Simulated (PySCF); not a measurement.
## B (boron, neutral) across methods

[He] 2s2 3d1, 2D determinant (an excited configuration). All numbers are calculated (PySCF 2.14, no relativity, point nucleus, in aug-cc-pwCVQZ).

| method | E (hartree) | mean ε 2s α (eV) | mean ε 2s β (eV) | mean ε 3d α (eV) | Σ⟨r²⟩ (bohr²) | ⟨S²⟩ |
| --- | --- | --- | --- | --- | --- | --- |
| PBE | -24.3471 | -14.549 | -14.491 | 0.020 | 44.80 | 0.750 |
| LDA | -24.0864 | -14.446 | -14.374 | 0.205 | 44.33 | 0.750 |
| M06 | -24.3821 | -15.670 | -15.600 | -0.081 | 44.84 | 0.750 |
| r2SCAN | -24.3605 | -14.777 | -14.760 | 0.146 | 44.91 | 0.750 |
| UHF | -24.26210 | -18.791 | -18.766 | -0.673 | 45.32 | 0.750 |
| PBE0 | -24.3500 | -15.822 | -15.774 | -0.215 | 44.80 | 0.750 |
| M06-L | -24.3850 | -14.727 | -14.693 | 0.081 | 45.13 | 0.751 |

(1) Estimate the same row for TPSSh.

The outer electron is Rydberg-like, and this basis confines it to a smaller radius and binds it less than a complete one would.

The highest occupied level is positive at PBE, LDA, r2SCAN, M06-L: only the finite basis holds that electron, which in a density functional comes from self-interaction.

## Answers

(1) E (hartree) = -24.3930; mean ε 2s α (eV) = -15.251; mean ε 2s β (eV) = -15.211; mean ε 3d α (eV) = -0.007; Σ⟨r²⟩ (bohr²) = 44.97; ⟨S²⟩ = 0.750.
